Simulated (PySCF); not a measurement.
# Electric field gradients and quadrupole coupling constants

Species: C₆H₈NO₂P.
Atom-mapped SMILES: `[CH3:1][P@@:2](=[O:3])([OH:4])[c:5]1[cH:6][cH:7][cH:8][n:9][cH:10]1` (hydrogens: H11, H12, H13 on C1; H14 on O4; H15 on C6; H16 on C7; H17 on C8; H18 on C10)

Geometry (GFN2-xTB, Å), atoms numbered from 1 in this order:
```
atom  x, y, z in Å
C1    -2.224   -1.007   -0.810
P2    -1.514    0.608   -0.329
O3    -1.846    1.743   -1.196
O4    -2.081    0.815    1.172
C5     0.264    0.320   -0.089
C6     0.754   -0.441    0.963
C7     2.123   -0.616    1.068
C8     2.936   -0.029    0.107
N9     2.473    0.697   -0.896
C10    1.168    0.870   -0.989
H11   -1.779   -1.312   -1.754
H12   -2.037   -1.759   -0.051
H13   -3.295   -0.873   -0.946
H14   -2.399    1.717    1.238
H15    0.073   -0.869    1.685
H16    2.552   -1.193    1.874
H17    4.012   -0.141    0.142
H18    0.810    1.477   -1.809
```

Field gradients from the PBE0/pcSseg-1 density (PySCF, non-relativistic), principal values in atomic units, ordered |Vxx| ≤ |Vyy| ≤ |Vzz|:

```json
{"atom": "O3", "Vxx": "-0.2681", "Vyy": "-0.5066", "Vzz": "0.7748"}
{"atom": "O4", "Vxx": "-0.1349", "Vyy": "-1.3873", "Vzz": "1.5222"}
{"atom": "N9", "Vxx": "0.3473", "Vyy": "0.8083", "Vzz": "-1.1556"}
```

**Question.** Find the asymmetry η = (Vxx − Vyy)/Vzz and the couplings χ = eQV/h (234.96 MHz × Q in barn × V in au), with Q(17O) = −0.0256 b, Q(14N) = 0.02044 b.

**Answer.** 
```json
{"atom": "O3", "environment": "phosphoryl oxygen", "nucleus": "17O", "η": "0.31", "χzz (MHz)": "-4.660", "χxx (MHz)": "1.613", "χyy (MHz)": "3.047"}
{"atom": "O4", "environment": "hydroxyl oxygen", "nucleus": "17O", "η": "0.82", "χzz (MHz)": "-9.16", "χxx (MHz)": "0.81", "χyy (MHz)": "8.34"}
{"atom": "N9", "environment": "pyridine-type nitrogen", "nucleus": "14N", "η": "0.40", "χzz (MHz)": "-5.55", "χxx (MHz)": "1.67", "χyy (MHz)": "3.88"}
```

The tensor is traceless: Vxx + Vyy + Vzz = 0.

**Question.** What is Vzz at O3 in SI units (1 au = 9.71736 × 10²¹ V/m²)?

**Answer.** 0.7748 au = 7.529 × 10²¹ V/m².

**Question.** What couplings would deuterons (Q(2H) = 0.00286 b) have in place of the hydrogens, at this geometry?

**Answer.** 
```csv
atom,bonded to,bond length (Å),Vzz (au),η,χzz (kHz)
H11,C1,1.087,0.3158,0.02,212
H12,C1,1.085,0.3206,0.02,215
H13,C1,1.088,0.3152,0.02,212
H14,O4,0.959,0.4807,0.10,323
H15,C6,1.081,0.3205,0.06,215
H16,C7,1.079,0.3274,0.06,220
H17,C8,1.082,0.3179,0.05,214
H18,C10,1.082,0.3123,0.05,210
```

Geometry: GFN2-xTB, one conformer, isolated molecule. GFN2-xTB bond lengths can be off by several hundredths of an ångström, more for odd bonds, and the gradients follow them. These gradients aren't converged with respect to the basis.

These values come from a run that also computed NMR shieldings. Hardware: one thread, Arm Neoverse V2 (aarch64), on a shared host. Cost: 36 s, 0.96 GiB resident at most.
